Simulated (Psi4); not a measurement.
HClSSi (SMILES S[Si]Cl), singlet, at a GFN2-xTB geometry. Base run: CCSD(T)/aug-cc-pVDZ run with Psi4.

Psi4 was given this input:
```
memory 2 GB

molecule {
0 1
  Si    0.07288990   -0.05166997    0.94297054
  Cl    1.18720283   -1.08135705   -0.42278007
  S    -1.20173488    1.09506596   -0.41025631
  H    -1.97514863    1.58539415    0.54977440
}

set basis aug-cc-pvdz
set freeze_core true

energy('ccsd(t)')
print_variables()
```

The base run was repeated with changes; each row names its change, and settings that it needs were set with it.

| change | ΔE vs base (mEh) | MP2 correlation (Eh) | basis functions | core-seconds (rough) |
|---|---|---|---|---|
| base | 0.000 | -0.37099 | 90 | 70 |
| method = dlpno-mp2 | 53.215 | -0.37095 | 90 | 8 |
| method = mp4 | 1.595 | -0.37099 | 90 | 80 |
| method = mp3 | 17.224 | -0.37099 | 90 | 9 |
| method = mp2 | 53.181 | -0.37099 | 90 | 7 |
| method = fno-ccsd(t) | 0.000 | -0.37099 | 90 | 80 |
| method = ccsd | 15.156 | -0.37099 | 90 | 90 |
| method = qcisd(t) | -0.417 | -0.37099 | 90 | 90 |
